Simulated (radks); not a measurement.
The numbers below are computed, except where a source is named.
Spin polarisation of the 4d9 shell in Ag2+. Start: [Kr] 4d(up 4.5, down 4.5); electrons of 4d are moved from spin down to spin up, other shells keep equal spins. Code: a radial shooting solver on a logarithmic mesh with Libxc functionals. Model: scalar-relativistic Kohn-Sham, PBEsol, spin-polarised, spherical densities, point nucleus.

\begin{tabular}{lrrrrr}
moment (Bohr magnetons) & E - E(0) (eV) & e(4d up) (eV) & e(4d down) (eV) & 4p down minus up (eV) & 4s down minus up (eV) \\ \hline
0 & 0.000 & -28.886 & -28.886 & 0.000 & 0.000 \\
0.25 & -0.011 & -28.975 & -28.795 & 0.187 & 0.183 \\
0.5 & -0.045 & -29.062 & -28.702 & 0.375 & 0.365 \\
0.75 & -0.101 & -29.148 & -28.607 & 0.562 & 0.548 \\
1 & -0.180 & -29.231 & -28.510 & 0.750 & 0.730 \\
\end{tabular}

At moment 1 the spin-polarisation energy is -0.180 eV and the 4d exchange splitting 0.721 eV, that is 0.721 eV per Bohr magneton; E = -I m^2/4 would give I = 0.721 eV.
